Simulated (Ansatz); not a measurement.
Two structures of BSi₂NH₈Cl₂O, singlet, reached by relaxing down either side of one saddle point (PBE0-D4/def2-TZVP). Energies are electronic, without zero-point energy. Program: Ansatz 0.2.0. Basis: def2-TZVPP and def2-QZVPP. Cores are frozen in the correlated methods. Extrapolation: Hartree–Fock as exp(−7.88 √X), correlation as X^−2.97. First:

| atom | x (Å) | y (Å) | z (Å) |
| --- | --- | --- | --- |
| B1 | -0.2404 | -1.3121 | 0.0129 |
| Cl2 | 0.6032 | -2.3191 | 1.2023 |
| Cl3 | -0.7279 | -2.1025 | -1.4963 |
| N4 | -0.5928 | 0.0120 | 0.2930 |
| Si5 | -0.0571 | 0.7294 | 1.8107 |
| Si6 | -1.4111 | 0.9529 | -0.9522 |
| H7 | 2.7806 | -1.0618 | -0.6023 |
| O8 | 2.2221 | -0.4893 | -1.1344 |
| H9 | -0.5107 | 2.1405 | 1.8062 |
| H10 | 1.4199 | 0.6837 | 1.9211 |
| H11 | -0.6708 | 0.0208 | 2.9591 |
| H12 | -0.5976 | 1.0070 | -2.1894 |
| H13 | -1.5868 | 2.3227 | -0.4138 |
| H14 | -2.7409 | 0.3681 | -1.2481 |
| H15 | 2.1101 | -0.9522 | -1.9686 |

Second:

```csv
atom,x (Å),y (Å),z (Å)
B1,0.5517,-0.4534,-1.0739
Cl2,1.3729,-2.8376,2.0115
Cl3,0.0889,-0.7521,-2.7740
N4,-0.2454,0.3651,-0.2549
Si5,0.2188,0.8717,1.3669
Si6,-1.7890,0.9658,-0.8464
H7,1.6040,-2.0883,0.9816
O8,1.6957,-1.0539,-0.6181
H9,0.0497,2.3447,1.4503
H10,1.6337,0.5148,1.6051
H11,-0.6603,0.2303,2.3738
H12,-1.6034,1.9337,-1.9538
H13,-2.4089,1.6577,0.3137
H14,-2.6628,-0.1489,-1.2799
H15,2.1543,-1.5497,-1.3017
```

Problem. Which bonds change from the first to the second?

Solution. BSi₂NH₆Cl₂ ([SiH3][N]([SiH3])[B]([Cl])[Cl]) + H₂O → BSi₂NH₇ClO ([OH][B]([Cl])[N]([SiH3])[SiH3]) + HCl; bonds formed: B1–O8, Cl2–H7; bonds broken: B1–Cl2, H7–O8.

Problem. Give the saddle point's structure and its height above each. (To be estimated.)

Solution. By the calculation: 18.13 kcal/mol above the first and 27.96 kcal/mol above the second (CCSD(T) at an estimated basis limit (MP2 extrapolated from triple and quadruple zeta, plus CCSD(T) − MP2 in triple zeta)).
B1  (0.499, -0.752, -0.694)
Cl2  (0.442, -2.574, 0.775)
Cl3  (0.043, -1.367, -2.304)
N4  (-0.195, 0.313, -0.093)
Si5  (0.231, 0.963, 1.481)
Si6  (-1.743, 0.813, -0.753)
H7  (1.779, -1.738, 0.235)
O8  (1.990, -0.876, -0.440)
H9  (0.254, 2.445, 1.389)
H10  (1.570, 0.468, 1.872)
H11  (-0.779, 0.561, 2.490)
H12  (-1.573, 1.445, -2.083)
H13  (-2.270, 1.817, 0.208)
H14  (-2.686, -0.326, -0.847)
H15  (2.439, -1.192, -1.237)
(Å)

No T1 diagnostic of these runs exceeds 0.012.

The step is the kind of ligand exchange by which a precursor binds to a hydroxyl group, or is hydrolysed, in atomic layer deposition of oxides. Here a small cluster stands in for the surface site.

Labels in which every atom is bracketed show which atoms are joined, not bond orders.

For scale, one of the runs: CCSD(T)/def2-TZVPP, 373 basis functions, launched by `ansatz run in.yaml --threads 4 --pin off --events-out ev --progress --plain --max-ram 46080MiB --backend cuda --devices 0, --max-vram 37GiB`. Time: 8.5 s of wall clock on 4 CPU threads of an AMD EPYC 7R13 and a share of one NVIDIA H100; the host was shared. Peak host memory: 0.92 GiB.
